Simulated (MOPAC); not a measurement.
MOPAC input (PM7):

```
PM7 FORCE THERMO(298,298) PRECISE LET GEO-OK AUX(PRECISION=9) THREADS=1
C3H9FGe

C     1.57919067 1   -0.91118918 1   -0.64191172 1
Ge    0.01244235 1    0.01397518 1    0.07157823 1
C    -1.58115320 1   -1.11050817 1   -0.05373045 1
C    -0.26418367 1    1.72279097 1   -0.83568318 1
F     0.26352134 1    0.29595739 1    1.51624539 1
H     1.42389193 1   -1.12955535 1   -1.69469728 1
H     1.72280808 1   -1.83297793 1   -0.08101900 1
H     2.44928728 1   -0.27005108 1   -0.51236066 1
H    -2.41798767 1   -0.57701719 1    0.39349932 1
H    -1.40112613 1   -2.02999837 1    0.50039433 1
H    -1.78818430 1   -1.33214414 1   -1.09688921 1
H    -1.11618713 1    2.22364508 1   -0.37945906 1
H    -0.44964988 1    1.54753609 1   -1.89164034 1
H     0.62714118 1    2.33359668 1   -0.70390465 1
```

Output:

```
 *******************************************************************************
 **                                                                           **
 **                              MOPAC v23.2.5                                **
 **                                                                           **
 *******************************************************************************
 ** MOPAC's Digital Object Identifier: https://doi.org/10.5281/zenodo.6511958 **
 **                                                                           **
 ** Please cite the open-source release paper for use of this MOPAC version:  **
 ** J. E. Moussa and J. J. P. Stewart (2026)                                  **
 ** MOPAC: An open-source semiempirical molecular orbital program             **
 ** J. Open Source Softw., 11(119), 8025, https://doi.org/10.21105/joss.08025 **
 *******************************************************************************

                              PM7 CALCULATION RESULTS

 *******************************************************************************
 *  PM7        - The PM7 Hamiltonian to be used
 *  GEO-OK     - OVERRIDE INTERATOMIC DISTANCE AND OTHER SAFETY CHECKS
 *  LET        - OVERRIDE SOME SAFETY CHECKS
 *  PRECISE    - TIGHTER CRITERIA TO BE USED
 *  FORCE      - FORCE CALCULATION SPECIFIED
 *  AUX        - OUTPUT AUXILIARY INFORMATION
 *  THERMO     - THERMODYNAMIC QUANTITIES TO BE CALCULATED
 *******************************************************************************
PM7 FORCE THERMO(298,298) PRECISE LET GEO-OK AUX(PRECISION=9) THREADS=1
 C3H9FGe

   ATOM   CHEMICAL          X               Y               Z
  NUMBER   SYMBOL      (ANGSTROMS)     (ANGSTROMS)     (ANGSTROMS)

     1       C          1.57919067  *  -0.91118918  *  -0.64191172  *
     2      Ge          0.01244235  *   0.01397518  *   0.07157823  *
     3       C         -1.58115320  *  -1.11050817  *  -0.05373045  *
     4       C         -0.26418367  *   1.72279097  *  -0.83568318  *
     5       F          0.26352134  *   0.29595739  *   1.51624539  *
     6       H          1.42389193  *  -1.12955535  *  -1.69469728  *
     7       H          1.72280808  *  -1.83297793  *  -0.08101900  *
     8       H          2.44928728  *  -0.27005108  *  -0.51236066  *
     9       H         -2.41798767  *  -0.57701719  *   0.39349932  *
    10       H         -1.40112613  *  -2.02999837  *   0.50039433  *
    11       H         -1.78818430  *  -1.33214414  *  -1.09688921  *
    12       H         -1.11618713  *   2.22364508  *  -0.37945906  *
    13       H         -0.44964988  *   1.54753609  *  -1.89164034  *
    14       H          0.62714118  *   2.33359668  *  -0.70390465  *

          CARTESIAN COORDINATES

    NO.       ATOM           X           Y           Z

     1         C          1.5792     -0.9112     -0.6419
     2        Ge          0.0124      0.0140      0.0716
     3         C         -1.5812     -1.1105     -0.0537
     4         C         -0.2642      1.7228     -0.8357
     5         F          0.2635      0.2960      1.5162
     6         H          1.4239     -1.1296     -1.6947
     7         H          1.7228     -1.8330     -0.0810
     8         H          2.4493     -0.2701     -0.5124
     9         H         -2.4180     -0.5770      0.3935
    10         H         -1.4011     -2.0300      0.5004
    11         H         -1.7882     -1.3321     -1.0969
[...]
 FORCE CONSTANT      0.9141

 VIBRATION         32   11E           ATOM PAIR      ENERGY CONTRIBUTION    RADIAL
 FREQUENCY          2678.36         C  4 -- H 13         +32.1% ( 58.4%)     99.3%
 TRANSITION DIPOLE   0.6103         C  3 -- H 11         +25.5% ( 52.1%)     99.1%
 TRAVEL (Ang.)       0.3382         C  3 -- H 10         +13.5% ( 37.9%)     94.3%
 REDUCED MASS        0.2201         C  4 -- H 14         +13.2% ( 37.5%)     92.0%
 EFFECTIVE MASS      1.4926
 FORCE CONSTANT      0.9303

 VIBRATION         33    7A1          ATOM PAIR      ENERGY CONTRIBUTION    RADIAL
 FREQUENCY          2681.95         C  4 -- H 13         +21.9% ( 48.3%)     99.4%
 TRANSITION DIPOLE   1.2361         C  3 -- H 11         +21.9% ( 48.3%)     99.4%
 TRAVEL (Ang.)       0.3824         C  1 -- H  6         +21.9% ( 48.3%)     99.4%
 REDUCED MASS        0.1719         C  4 -- H 14          +5.5% ( 24.3%)     84.9%
 EFFECTIVE MASS      1.5014
 FORCE CONSTANT      0.7287

 VIBRATION         35   12E           ATOM PAIR      ENERGY CONTRIBUTION    RADIAL
 FREQUENCY          2763.91         C  4 -- H 14         +22.3% ( 45.3%)     97.0%
 TRANSITION DIPOLE   0.8821         C  4 -- H 12         +22.2% ( 45.2%)     97.0%
 TRAVEL (Ang.)       0.3856         C  4 -- H 13         +21.3% ( 44.2%)     96.7%
 REDUCED MASS        0.1641         C  3 -- H 10          +8.1% ( 27.3%)     97.0%
 EFFECTIVE MASS      1.0999
 FORCE CONSTANT      0.7386

 VIBRATION         36    8A1          ATOM PAIR      ENERGY CONTRIBUTION    RADIAL
 FREQUENCY          2770.36         C  4 -- H 14         +11.2% ( 32.1%)     96.8%
 TRANSITION DIPOLE   0.2961         C  4 -- H 12         +11.2% ( 32.1%)     96.8%
 TRAVEL (Ang.)       0.4718         C  3 -- H  9         +11.2% ( 32.1%)     96.8%
 REDUCED MASS        0.1093         C  1 -- H  7         +11.2% ( 32.1%)     96.8%
 EFFECTIVE MASS      1.1044         C  1 -- H  8         +11.2% ( 32.1%)     96.8%
 FORCE CONSTANT      0.4944         C  3 -- H 10         +11.2% ( 32.1%)     96.8%
                            C  3 -- H 11         +10.8% ( 31.5%)     96.6%
                            C  1 -- H  6         +10.8% ( 31.5%)     96.6%
                            C  4 -- H 13         +10.8% ( 31.5%)     96.6%

      SYMMETRY NUMBER FOR POINT-GROUP C3v =  3

          SYSTEM IS A GROUND STATE

 C3H9FGe

          MOLECULE IS NOT LINEAR

          THERE ARE 36 GENUINE VIBRATIONS IN THIS SYSTEM
          THIS THERMODYNAMICS CALCULATION IS LIMITED TO
          MOLECULES WHICH HAVE NO INTERNAL ROTATIONS

                    CALCULATED THERMODYNAMIC PROPERTIES
                                          *
   TEMP. (K)   PARTITION FUNCTION   H.O.F.    ENTHALPY  HEAT CAPACITY ENTROPY
                                   KCAL/MOL   CAL/MOLE    CAL/K/MOL  CAL/K/MOL

 298.00  VIB.     0.6660D+04                  4310.5985    25.1139    31.9602
         ROT.     0.5064D+05                   888.2803     2.9808    24.5074
         INT.     0.3373D+09                  5198.8788    28.0947    56.4675
         TRA.     0.1545D+28                  1480.4672     4.9680    40.6475
         TOT.                      -78.939    6679.3460    33.0628    97.1150

   *: NOTE: HEATS OF FORMATION ARE RELATIVE TO THE
            ELEMENTS IN THEIR STANDARD STATE AT 298K
              (=  Standard Enthalpy of Formation).

            Hvib:  Zero-point energy is not included.
                   frequencies of less than zero cm-1 are not included.
            Hrot = (3/2)RT
            Htra = (3/2)RT + pV = (5/2)RT

            Heat capacity is Cp, not Cv

          For more information, see: HTTP://OpenMOPAC.net/Manual/thermochemistry.html

           FORCE CONSTANT IN CARTESIAN COORDINATES (Millidynes/A)

    ATOM   CHEMICAL       X               Y               Z
   NUMBER   SYMBOL  FORCE CONSTANT  FORCE CONSTANT  FORCE CONSTANT

      1       C        4.283206        5.922084        5.972407
      2      Ge        3.282980        3.254504        3.118485
      3       C        5.687111        4.518180        5.972405
      4       C        5.687107        5.447484        5.043106
      5       F        0.494013        0.709969        1.741505
      6       H        0.957130        1.240005        2.977091
      7       H        0.937585        1.418651        2.846519
      8       H        0.937576        3.694965        0.570213
      9       H        4.068844        0.563693        0.570218
     10       H        0.976234        1.380003        2.846518
     11       H        0.846170        1.350969        2.977087
     12       H        4.068844        0.562425        0.571485
     13       H        0.846170        1.176203        3.151853
     14       H        0.976225        3.655050        0.571480

 **********************
 *                    *
 * JOB ENDED NORMALLY *
 *                    *
 **********************

 == MOPAC DONE ==
```
